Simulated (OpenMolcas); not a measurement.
Levels of Ag+ by method

```yaml
Program: OpenMolcas 26.06
Basis: ANO-R1 [6s4p3d1f]
Scalar_Hamiltonian: X2C, finite nucleus
Active_space: 10 electrons in 6 orbitals (4d 5s)
State_averaging: 2S+1 = 1 even, 6 roots; 2S+1 = 3 even, 5 roots kept (CI in the orbitals of an earlier block)
Spin-orbit_coupling: state interaction with AMFI integrals over the reference wave functions, term energies averaged over their components
```

Methods on the same reference wave functions:
A. CASSCF
B. SS-CASPT2, IPEA 0.25 Eh, imaginary shift 0.1 Eh (closed shells correlated: 4s 4p)

Energies in eV above 4d10 1S0, the measured ground level; measured values from NIST Handbook of Basic Atomic Spectroscopic Data.

```csv
Level,A,B,Measured
4d10 1S0,0.0000,0.0000,0.0000
4d9 5s 3D3,3.8010,4.904,4.8562
4d9 5s 3D2,4.0098,5.099,5.0518
4d9 5s 3D1,4.3465,5.449,5.4234
4d9 5s 1D2,4.7296,5.770,5.7094
```

Deviations, from unrounded energies. A percentage is the sum of absolute deviations over the sum of measured energies, with the sign that they share, or ± where signs differ.

```csv
Against measurement,Levels,A,B
mean absolute deviation (cm-1),4,8400,370
other configurations (%),4,-19.7,+0.9
```

B lies closest to measurement on these levels. The largest miss of B in the table is 4d9 5s 1D2, by +490 cm-1. The ranking rests on the paired levels alone, and a cruder setting can come out closer through cancelling errors.

The lowest spin-free term lies below A's lowest term by 0.424 hartree in B.

Terms from blocks run as CI alone lack orbitals of their own. A single d shell beside an s shell can misplace configurations of different d count against each other. Without dynamic correlation excited terms often stand tens of per cent too high (terms of higher spin than the ground term too low), and those without a measured partner can miss by more than the paired ones (holds for A). Computed and measured levels are paired by configuration, term and J; levels that our copy of the source lacks, or whose pairing is in doubt (as where it misses far off the trend of its configuration), stay unpaired and out of the deviations. Levels of configurations outside the active space are missing.
